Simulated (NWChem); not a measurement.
System: CHO2 cation; SMILES O=C=[OH+]

Here is an NWChem input.

```
start job
memory heap 200 mb stack 900 mb global 1100 mb
charge 1
geometry units angstroms
  O      1.174476    -0.111326    -0.079689
  C      0.067958     0.010017    -0.031071
  O     -1.107317     0.074123     0.124847
  H     -1.875834     0.471167    -0.346550
end
basis spherical
  * library def2-svp
end
dft
  xc xpbe96 cpbe96
  disp vdw 4
  iterations 150
end
driver
  maxiter 120
end
task dft optimize
task dft freq
```

The level has its own optimisation; frequencies are unscaled. Brackets give each atom's bonded neighbours.

Q: What results follow from this input? (PBE-D3(BJ)/def2-SVP.) Quantities: r C–O [C(OO)–O(C)] (Å); r C–O [C(OO)–O(CH)] (Å); r H–O (Å); highest harmonic frequency (cm⁻¹); lowest (cm⁻¹); zero-point energy (kcal/mol).

A: 
| Quantity | Value |
|---|---|
| r C–O [C(OO)–O(C)] (Å) | 1.139 |
| r C–O [C(OO)–O(CH)] (Å) | 1.225 |
| r H–O (Å) | 1.000 |
| highest harmonic frequency (cm⁻¹) | 3434 |
| lowest (cm⁻¹) | 511 |
| zero-point energy (kcal/mol) | 13.0 |
